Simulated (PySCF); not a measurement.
H$_{7}$Si$_{3}$, doublet, at a GFN2-xTB geometry; CCSD(T)/STO-3G (PySCF).

Here is a job for PySCF.
```python
from pyscf import gto, scf, cc

mol = gto.Mole()
mol.atom = '''
    Si    1.93979745    0.47165961    0.10091883
    Si    0.05332804   -0.63234908   -0.54160016
    Si   -1.87730055    0.14500050    0.46169226
    H     3.28672394    0.02470814   -0.26281169
    H     1.98987865    1.93358010    0.02028201
    H    -0.17751861   -0.71822834   -2.00276084
    H     0.27841266   -2.04606664   -0.17893111
    H    -2.94853390   -0.85021347    0.52993420
    H    -2.43260727    1.30498691   -0.23887599
    H    -1.61790441    0.57087873    1.83901062
'''
mol.basis = 'sto-3g'
mol.spin = 1
mol.verbose = 4
mol.build()

mf = scf.UHF(mol)
mf.kernel()

mycc = cc.CCSD(mf, frozen=15)
mycc.kernel()
et = mycc.ccsd_t()
print('E(CCSD(T)) = %.10f' % (mycc.e_tot + et))
```

Problem. What does PySCF print? Leave out banner, timings and long lists.

Solution. 
```
PySCF version 2.14.0

[INPUT] verbose = 4
[INPUT] num. atoms = 10
[INPUT] num. electrons = 49
[INPUT] charge = 0
[INPUT] spin (= nelec alpha-beta = 2S) = 1
[INPUT] symmetry False subgroup None
[INPUT] Mole.unit = angstrom
[INPUT] Symbol           X                Y                Z      unit          X                Y                Z       unit  Magmom
[INPUT]  1 Si     1.939797450000   0.471659610000   0.100918830000 AA    3.665685917630   0.891307486919   0.190708949512 Bohr   0.0
[INPUT]  2 Si     0.053328040000  -0.632349080000  -0.541600160000 AA    0.100775390360  -1.194966576321  -1.023475971421 Bohr   0.0
[INPUT]  3 Si    -1.877300550000   0.145000500000   0.461692260000 AA   -3.547583892995   0.274011232925   0.872471925231 Bohr   0.0
[INPUT]  4 H      3.286723940000   0.024708140000  -0.262811690000 AA    6.211008093651   0.046691617647  -0.496642116434 Bohr   0.0
[INPUT]  5 H      1.989878650000   1.933580100000   0.020282010000 AA    3.760325669619   3.653936828909   0.038327444156 Bohr   0.0
[INPUT]  6 H     -0.177518610000  -0.718228340000  -2.002760840000 AA   -0.335461554913  -1.357254857501  -3.784669480604 Bohr   0.0
[INPUT]  7 H      0.278412660000  -2.046066640000  -0.178931110000 AA    0.526123677012  -3.866505582209  -0.338130793064 Bohr   0.0
[INPUT]  8 H     -2.948533900000  -0.850213470000   0.529934200000 AA   -5.571921539996  -1.606670605716   1.001430502040 Bohr   0.0
[INPUT]  9 H     -2.432607270000   1.304986910000  -0.238875990000 AA   -4.596961508926   2.466067856042  -0.451410198834 Bohr   0.0
[INPUT] 10 H     -1.617904410000   0.570878730000   1.839010620000 AA   -3.057396230626   1.078804450040   3.475226411967 Bohr   0.0

nuclear repulsion = 184.927297993808
number of shells = 22
number of NR pGTOs = 102
number of NR cGTOs = 34
basis = sto-3g
ecp = {}

******** <class 'pyscf.scf.uhf.UHF'> ********
method = UHF
initial guess = minao
damping factor = 0
level_shift factor = 0
DIIS = <class 'pyscf.scf.diis.CDIIS'>
diis_start_cycle = 1
diis_space = 8
diis_damp = 0
SCF conv_tol = 1e-09
SCF conv_tol_grad = None
SCF max_cycles = 50
direct_scf = True
direct_scf_tol = 1e-13
number electrons alpha = 25  beta = 24
Set gradient conv threshold to 3.16228e-05
init E= -859.952435880188

cycle= 1 E= -860.827736483356  delta_E= -0.875  |g|= 0.111  |ddm|= 2.34
cycle= 2 E= -860.844490372105  delta_E= -0.0168  |g|= 0.0343  |ddm|= 0.268
cycle= 3 E= -860.846612376412  delta_E= -0.00212  |g|= 0.01  |ddm|= 0.116
cycle= 4 E= -860.846840229214  delta_E= -0.000228  |g|= 0.00557  |ddm|= 0.0325
cycle= 5 E= -860.846937608442  delta_E= -9.74e-05  |g|= 0.00173  |ddm|= 0.0306
cycle= 6 E= -860.84694644679  delta_E= -8.84e-06  |g|= 0.000435  |ddm|= 0.00975
cycle= 7 E= -860.846946963685  delta_E= -5.17e-07  |g|= 0.000154  |ddm|= 0.0019
cycle= 8 E= -860.846947034406  delta_E= -7.07e-08  |g|= 5.73e-05  |ddm|= 0.000747
cycle= 9 E= -860.846947044108  delta_E= -9.7e-09  |g|= 2.05e-05  |ddm|= 0.000296
cycle= 10 E= -860.846947045344  delta_E= -1.24e-09  |g|= 6.63e-06  |ddm|= 0.000109
cycle= 11 E= -860.846947045479  delta_E= -1.34e-10  |g|= 2.28e-06  |ddm|= 3.56e-05
Extra cycle  E= -860.846947045488  delta_E= -9.32e-12  |g|= 1.49e-06  |ddm|= 5.59e-06
converged SCF energy = -860.846947045488  <S^2> = 0.75736075  2S+1 = 2.0073473

******** <class 'pyscf.cc.uccsd.UCCSD'> ********
CC2 = 0
CCSD nocc = (np.int64(10), np.int64(9)), nmo = (19, 19)
frozen orbitals 15
max_cycle = 50
direct = 0
conv_tol = 1e-07
conv_tol_normt = 1e-06
diis_space = 6
diis_start_cycle = 0
diis_start_energy_diff = 1e+09
Init t2, MP2 energy = -0.106592399282841
Init E_corr(UCCSD) = -0.106592399285476
cycle = 1  E_corr(UCCSD) = -0.138790213679975  dE = -0.0321978144  norm(t1,t2) = 0.0782382
cycle = 2  E_corr(UCCSD) = -0.149854594616171  dE = -0.0110643809  norm(t1,t2) = 0.0303045
cycle = 3  E_corr(UCCSD) = -0.156619852801064  dE = -0.00676525818  norm(t1,t2) = 0.0131235
cycle = 4  E_corr(UCCSD) = -0.156668699637305  dE = -4.88468362e-05  norm(t1,t2) = 0.00318747
cycle = 5  E_corr(UCCSD) = -0.156708077587629  dE = -3.93779503e-05  norm(t1,t2) = 0.000927867
cycle = 6  E_corr(UCCSD) = -0.156719694335312  dE = -1.16167477e-05  norm(t1,t2) = 0.000380863
cycle = 7  E_corr(UCCSD) = -0.156714124951895  dE = 5.56938342e-06  norm(t1,t2) = 0.000144315
cycle = 8  E_corr(UCCSD) = -0.156715600154039  dE = -1.47520214e-06  norm(t1,t2) = 3.86262e-05
cycle = 9  E_corr(UCCSD) = -0.156715700267504  dE = -1.00113465e-07  norm(t1,t2) = 1.77975e-05
cycle = 10  E_corr(UCCSD) = -0.156715909789968  dE = -2.09522464e-07  norm(t1,t2) = 7.87158e-06
cycle = 11  E_corr(UCCSD) = -0.156715723956906  dE = 1.85833063e-07  norm(t1,t2) = 2.35387e-06
cycle = 12  E_corr(UCCSD) = -0.156715631282564  dE = 9.26743411e-08  norm(t1,t2) = 1.02013e-06
cycle = 13  E_corr(UCCSD) = -0.156715598183595  dE = 3.30989697e-08  norm(t1,t2) = 5.19533e-07
UCCSD converged
E(UCCSD) = -861.0036626436718  E_corr = -0.1567155981835948
UCCSD(T) correction = -0.00127891034454545
E(CCSD(T)) = -861.0049415540
```
